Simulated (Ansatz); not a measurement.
`CC([SiH3])=C=N` → `CC=C=N` + `[SiH2]` at 500 K and 1 bar (silylene formation by 1,1-elimination).

Program: Ansatz. Geometries: PBE0-D4/def2-TZVP. ΔE: electronic, gas phase. CCSD(T)/CBS adds triple-zeta CCSD(T) − MP2 to the extrapolated MP2 energy (def2 sets, frozen cores). This one scheme is used for every species. Each species was taken in one conformer, which may not be the lowest.

```csv
species,CCSD(T)/CBS energy (Eh),H − E (kJ/mol),S (J/(mol·K))
`CC([SiH3])=C=N`,-462.09902,280.8,411.9
`CC=C=N`,-171.81187,225.2,332.7
`[SiH2]`,-290.19011,48.0,226.5
```

H − E and S are ideal-gas, rigid-rotor, harmonic terms from PBE0-D4/def2-TZVP, for one conformer and one mirror image of each species. 1 Eh = 2625.50 kJ/mol, R = 8.31446 J/(mol·K).

Question: By hand: ΔE, ΔH, ΔS and ΔG.

Answer: ΔE = (-171.81187) + (-290.19011) − (-462.09902) = 0.09704 Eh = 254.8 kJ/mol. Δ(H − E) = 225.2 + 48.0 − 280.8 = -7.6, so ΔH = 247.2 kJ/mol. ΔS = 332.7 + 226.5 − 411.9 = 147.3 J/(mol·K). ΔG = 247.2 − 500 × (147.3)/1000 = 173.5 kJ/mol.

Question: By hand: the equilibrium constant, and the temperature at which ΔG would vanish if ΔH and ΔS stayed fixed.

Answer: log₁₀ K = −ΔG/(RT ln 10) = -18.1. ΔG = 0 at ΔH/ΔS = 1678 K.

The number of gas molecules changes by +1, which sets the sign of ΔS. A doubt of 5 kJ/mol in ΔE shifts log₁₀ K by 0.5 here. Other conformers and mirror images would add mixing entropy, several J/(mol·K) or more a flexible species. These are equilibria of isolated gas molecules and say nothing of rates. Largest T1 diagnostic: 0.014 (customary marks: 0.02 for closed shells, 0.045 for open ones).
